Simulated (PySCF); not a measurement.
Excitations are Tamm–Dancoff values on a coarser integration grid. The basis has no diffuse functions, so Rydberg states are missing or too high.

Cartesian coordinates (Å):
```xyz
13

C     -2.4580    -0.6480     0.0695
C     -1.1292    -0.4482     0.0175
C     -0.5057     0.8583     0.0885
C      0.8266     1.0906     0.0434
Si     2.1643    -0.2097    -0.1193
H     -3.1509     0.1909     0.1704
H     -2.8912    -1.6466     0.0135
H     -0.4646    -1.3137    -0.0842
H     -1.1970     1.7052     0.1869
H      1.1535     2.1334     0.1090
H      2.1547    -1.1628     1.0364
H      3.4947     0.4699    -0.1623
H      2.0028    -1.0193    -1.3693
```
Charge 0, spin multiplicity 1.

Problem. What dipole moment, S1–T1 gap (TDA) and S1 excitation (TDA) does PBE-D3(BJ)/def2-TZVP (PySCF 2.14.0) give?

Solution. 
```yaml
dipole_moment: 1.01 D
S1–T1 gap (TDA): 2.46 eV
S1 excitation (TDA): 5.39 eV
```
